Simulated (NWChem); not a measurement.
System: CCl$_{3}$ cation

Here is an NWChem input.

```
start job
memory heap 200 mb stack 900 mb global 1100 mb
charge 1
geometry units angstroms noautosym nocenter noautoz
  Cl    -1.592007     0.426577     0.000000
  C      0.000000     0.000000     0.000000
  Cl     0.426577    -1.592007     0.000000
  Cl     1.165430     1.165430     0.000000
end
basis spherical
  Cl library def2-svp
  C library def2-svp
end
dft
  xc b3lyp
  iterations 150
end
cosmo
  dielec 3.9
end
task dft energy
```

NWChem printed, in part:

```
             Northwest Computational Chemistry Package (NWChem) 7.3.0
             --------------------------------------------------------

                             Geometry "geometry" -> ""
                             -------------------------

 Output coordinates in angstroms (scale by  1.889725989 to convert to a.u.)

  No.       Tag          Charge          X              Y              Z
 ---- ---------------- ---------- -------------- -------------- --------------
    1 Cl                  17.0000    -1.59200700     0.42657700     0.00000000
    2 C                    6.0000     0.00000000     0.00000000     0.00000000
    3 Cl                  17.0000     0.42657700    -1.59200700     0.00000000
    4 Cl                  17.0000     1.16543000     1.16543000     0.00000000

 Effective nuclear repulsion energy (a.u.)     258.9632251104

                                 NWChem DFT Module
                                 -----------------

 Summary of "ao basis" -> "ao basis" (spherical)
 ------------------------------------------------------------------------------
       Tag                 Description            Shells   Functions and Types
 ---------------- ------------------------------  ------  ---------------------
 Cl                         def2-svp                 8       18   4s3p1d
 C                          def2-svp                 6       14   3s2p1d

 in cosmo_initialize ...

 solvent parameters
 solvname_short: unkn
 solvname_long:  unknown
 dielec:        3.9000

          ---------------
          -cosmo- solvent
          ---------------
 Cosmo: York-Karplus, doi: 10.1021/jp992097l
 dielectric constant -eps-     =   3.90
 screen = (eps-1)/(eps    )    =   0.74359
 surface charge correction     = lagrangian

   van der Waals surface
 --------------------------

 ---------- ATOMIC COORDINATES (A.U.) ------------ VDWR(ANG.) --
     1   -3.00845700    0.80611364    0.00000000     2.050
     2    0.00000000    0.00000000    0.00000000     2.000
     3    0.80611364   -3.00845700    0.00000000     2.050
     4    2.20234336    2.20234336    0.00000000     2.050
 number of segments per atom =         32
 number of   points per atom =         32
 atom (   nspa,  nppa )
 ----------------------
    1 (     24,     0 )       0
    2 (     14,     0 )       0
    3 (     24,     0 )       0
    4 (     22,     0 )       0
 number of -cosmo- surface points =       84
 molecular surface =    119.504 angstrom**2
 molecular volume  =     99.677 angstrom**3
 G(cav/disp)       =      1.458 kcal/mol
 -lineq- algorithm             =   0
 -bem- low  level              =   2
 -bem- from -octahedral-
 gaussian surface charge width =   4.50000
 degree of switching           =   1.00000
 switching function tolerance  =   0.00010
 atomic radii =
 --------------
    1 17.000  2.050
    2  6.000  2.000
    3 17.000  2.050
    4 17.000  2.050
 ...... end of -cosmo- initialization ......

            General Information
            -------------------
          SCF calculation type: DFT
          Wavefunction type:  closed shell.
          No. of atoms     :     4
          No. of electrons :    56
           Alpha electrons :    28
            Beta electrons :    28
          Charge           :     1
          Spin multiplicity:     1
          Use of symmetry is: off; symmetry adaption is: off
          Maximum number of iterations: 150
          AO basis - number of functions:    68
                     number of shells:    30
          Convergence on energy requested:  1.00D-06
          Convergence on density requested:  1.00D-05
          Convergence on gradient requested:  5.00D-04

              XC Information
              --------------
                         B3LYP Method XC Potential
                     Hartree-Fock (Exact) Exchange  0.200
                        Slater Exchange Functional  0.800 local
                    Becke 1988 Exchange Functional  0.720 non-local
              Lee-Yang-Parr Correlation Functional  0.810
                  VWN I RPA Correlation Functional  0.190 local

             Grid Information
             ----------------
          Grid used for XC integration:  medium
          Radial quadrature: Mura-Knowles
          Angular quadrature: Lebedev.
          Tag              B.-S. Rad. Rad. Pts. Rad. Cut. Ang. Pts.
          ---              ---------- --------- --------- ---------
          Cl                  1.00       88           8.0       590
          C                   0.70       49           6.0       434
          Grid pruning is: on
          Number of quadrature shells:   313
          Spatial weights used:  Erf1

      Superposition of Atomic Density Guess
      -------------------------------------

 Sum of atomic energies:       -1415.59536813

 Renormalizing density from      57.00 to     56

      Non-variational initial energy
      ------------------------------

[...]

                                   COSMO solvation results
                                   -----------------------

                 gas phase energy =     -1417.916991036394
                 sol phase energy =     -1417.987758147309
 (electrostatic) solvation energy =         0.070767110915 (   44.41 kcal/mol)

                       DFT Final Molecular Orbital Analysis
                       ------------------------------------

 Vector   26  Occ=2.000000D+00  E=-4.554090D-01
              MO Center=  5.7D-01,  5.7D-01, -7.5D-09, r^2= 3.1D+00
   Bfn.  Coefficient  Atom+Function         Bfn.  Coefficient  Atom+Function
  ----- ------------  ---------------      ----- ------------  ---------------
    63      0.518944  4 Cl pz                60      0.423970  4 Cl pz
    13     -0.260045  1 Cl pz                45     -0.260035  3 Cl pz
    57      0.239244  4 Cl pz                10     -0.212348  1 Cl pz
    42     -0.212340  3 Cl pz                 7     -0.119841  1 Cl pz
    39     -0.119837  3 Cl pz

 Vector   27  Occ=2.000000D+00  E=-4.552779D-01
              MO Center= -5.7D-01, -5.7D-01,  1.2D-08, r^2= 3.1D+00
   Bfn.  Coefficient  Atom+Function         Bfn.  Coefficient  Atom+Function
  ----- ------------  ---------------      ----- ------------  ---------------
    13      0.449744  1 Cl pz                45     -0.449750  3 Cl pz
    10      0.367378  1 Cl pz                42     -0.367382  3 Cl pz
     7      0.207317  1 Cl pz                39     -0.207319  3 Cl pz

 Vector   28  Occ=2.000000D+00  E=-4.239447D-01
              MO Center= -2.0D-03, -2.0D-03, -2.9D-09, r^2= 3.8D+00
   Bfn.  Coefficient  Atom+Function         Bfn.  Coefficient  Atom+Function
  ----- ------------  ---------------      ----- ------------  ---------------
    12      0.368869  1 Cl py                43     -0.368869  3 Cl px
     9      0.305676  1 Cl py                40     -0.305676  3 Cl px
    61      0.269342  4 Cl px                62     -0.269342  4 Cl py
    58      0.223205  4 Cl px                59     -0.223205  4 Cl py
     6      0.170689  1 Cl py                37     -0.170689  3 Cl px

 Vector   29  Occ=0.000000D+00  E=-2.369818D-01
              MO Center=  2.0D-04,  2.0D-04,  5.3D-09, r^2= 2.6D+00
   Bfn.  Coefficient  Atom+Function         Bfn.  Coefficient  Atom+Function
  ----- ------------  ---------------      ----- ------------  ---------------
    24      0.590091  2 C  pz                27      0.454959  2 C  pz
    13     -0.351263  1 Cl pz                45     -0.351263  3 Cl pz
    63     -0.351232  4 Cl pz                10     -0.211027  1 Cl pz
    42     -0.211027  3 Cl pz                60     -0.211300  4 Cl pz
     7     -0.119155  1 Cl pz                39     -0.119155  3 Cl pz

 Vector   30  Occ=0.000000D+00  E=-1.006415D-01
              MO Center=  1.4D-03,  1.4D-03,  1.2D-09, r^2= 3.3D+00
   Bfn.  Coefficient  Atom+Function         Bfn.  Coefficient  Atom+Function
  ----- ------------  ---------------      ----- ------------  ---------------
    21      1.147261  2 C  s                 20      0.742389  2 C  s
    11     -0.563281  1 Cl px                44     -0.563281  3 Cl py
    54     -0.416761  4 Cl s                  4     -0.414652  1 Cl s
    36     -0.414652  3 Cl s                 61      0.413590  4 Cl px
    62      0.413590  4 Cl py                19     -0.238537  2 C  s

 Vector   31  Occ=0.000000D+00  E=-2.345456D-02
              MO Center=  2.1D-01,  2.1D-01,  8.1D-10, r^2= 2.9D+00
   Bfn.  Coefficient  Atom+Function         Bfn.  Coefficient  Atom+Function
  ----- ------------  ---------------      ----- ------------  ---------------
    54     -0.814218  4 Cl s                 25      0.800645  2 C  px
    26      0.800632  2 C  py                61      0.602794  4 Cl px
    62      0.602797  4 Cl py                22      0.467750  2 C  px
    23      0.467743  2 C  py                 4      0.407244  1 Cl s
    36      0.407233  3 Cl s                 12     -0.388142  1 Cl py

     Multipole analysis of the density
     ---------------------------------

     L   x y z        total         alpha         beta         nuclear
     -   - - -        -----         -----         ----         -------
     0   0 0 0      1.000000    -28.000000    -28.000000     57.000000

     1   1 0 0      0.000750      0.000375      0.000375     -0.000000
     1   0 1 0      0.000750      0.000375      0.000375     -0.000000
     1   0 0 1      0.000000      0.000000      0.000000      0.000000

     2   2 0 0    -23.706405   -135.536269   -135.536269    247.366133
     2   1 1 0     -0.001443     -0.000720     -0.000720     -0.000003
     2   1 0 1      0.000000      0.000000      0.000000      0.000000
     2   0 2 0    -23.706404   -135.536269   -135.536269    247.366133
     2   0 1 1      0.000000      0.000000      0.000000      0.000000
     2   0 0 2    -28.681149    -14.340574    -14.340574      0.000000
```

Level: B3LYP/def2-SVP, COSMO on the gas-phase geometry. The geometry was optimised at PBE0/def2-SVP. COSMO prints the solvation energy as gas minus solution, so a positive value is a stabilisation.
